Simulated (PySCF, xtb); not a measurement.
GaCl, SMILES [Cl][Ga] (connectivity only; charge and spin as stated), neutral, multiplicity 1.

GFN2-xTB (xtb) at its own geometry gives an orbital gap of 5.40 eV and a dipole moment of 3.66 D.

The structure is a stationary point at PBE-D3(BJ)/def2-TZVP.

Problem. What does PySCF with PBE/def2-TZVPD give? (The exact figures need the calculation; the answer reports its results.)

Solution. gap 4.10 eV (levels -6.57 and -2.46 eV), dipole 2.44 D.
